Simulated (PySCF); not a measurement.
Compound: C₂H₁₀Si₃.
Bonds: C1–C2 (double), C2–Si3, Si3–Si4, Si4–Si5. Hydrogens: H6, H7 on C1; H8 on C2; H9, H10 on Si3; H11, H12 on Si4; H13, H14, H15 on Si5.

The same species was optimised twice, with GFN2-xTB and with PBE0-D3(BJ)/def2-SVP (PySCF), and the same property calculations (PySCF, gas phase) were run on both structures.

```
        coordinate  GFN2-xTB  PBE0-D3(BJ)/def2-SVP  change
       Si4–Si5 (Å)     2.313                 2.344  +0.031
       Si5–H14 (Å)     1.465                 1.496  +0.031
       Si5–H13 (Å)     1.465                 1.496  +0.031
       Si5–H15 (Å)     1.465                 1.496  +0.031
       Si3–H10 (Å)     1.469                 1.497  +0.028
        Si3–H9 (Å)     1.472                 1.498  +0.026
       Si3–Si4 (Å)     2.324                 2.349  +0.025
       Si4–H12 (Å)     1.474                 1.498  +0.024
       Si4–H11 (Å)     1.475                 1.499  +0.024
         C1–H6 (Å)     1.078                 1.096  +0.018
         C1–H7 (Å)     1.080                 1.096  +0.016
         C1=C2 (Å)     1.324                 1.338  +0.014
         C2–H8 (Å)     1.084                 1.098  +0.014
        C2–Si3 (Å)     1.882                 1.871  -0.011
   H11–Si4–H12 (°)     102.6                 108.1    +5.5
   Si3–Si4–Si5 (°)     116.1                 110.8    -5.3
     C2–Si3–H9 (°)     106.5                 110.8    +4.3
    Si4–Si3–H9 (°)     111.7                 108.0    -3.7
   Si4–Si3–H10 (°)     112.8                 109.2    -3.6
   Si4–Si5–H14 (°)     114.4                 111.6    -2.8
   H13–Si5–H14 (°)     106.2                 108.7    +2.5
   H14–Si5–H15 (°)     106.2                 108.7    +2.5
 C1–C2–Si3–Si4 (°)      -111                  -110      +1
C2–Si3–Si4–Si5 (°)       180                   180       0
```

Rotational constants: A = 7484, B = 824.8, C = 788.2 MHz (GFN2-xTB) against A = 6967, B = 840.1, C = 799.3 MHz (PBE0-D3(BJ)/def2-SVP). Point groups within 0.08 Å: C1 and C1. Atoms that the bonding makes alike are paired by their places after alignment.

On the GFN2-xTB structure: lowest singlet, TDDFT (eV) 6.42 [CAM-B3LYP/def2-SVPD]; isotropic polarisability (au) 114.9 [CAM-B3LYP/def2-SVPD]; HOMO (eV) -8.93 [CAM-B3LYP/def2-SVPD]; LUMO (eV) 0.37 [CAM-B3LYP/def2-SVPD]; dipole (D) 0.72 [CAM-B3LYP/def2-SVPD].

Task: What do these properties become on the PBE0-D3(BJ)/def2-SVP structure?

Result: 
```csv
property,level,on GFN2-xTB,on PBE0-D3(BJ)/def2-SVP,change
"lowest singlet, TDDFT (eV)",CAM-B3LYP/def2-SVPD,6.42,6.24,-0.18
isotropic polarisability (au),CAM-B3LYP/def2-SVPD,114.9,118.0,+3.1
HOMO (eV),CAM-B3LYP/def2-SVPD,-8.93,-8.71,+0.22
LUMO (eV),CAM-B3LYP/def2-SVPD,0.37,0.36,-0.01
dipole (D),CAM-B3LYP/def2-SVPD,0.72,0.85,+0.13
"energy, GFN2-xTB geometry as zero (kcal/mol)",CAM-B3LYP/def2-SVPD,0.0,-2.3,-2.3
```

The heavy atoms differ by 0.058 Å rms after alignment (one structure mirrored). Among all bonds Si4–Si5, Si5–H13, Si5–H14 and Si5–H15 change most and about equally (+0.031 Å). Changes are differences of the printed values. Neither structure is proved a minimum here.

Conformer computed: `[CH2:1]=[CH:2][SiH2:3][SiH2:4][SiH3:5]`: C1–C2–Si3–Si4 -110°, C2–Si3–Si4–Si5 180°.
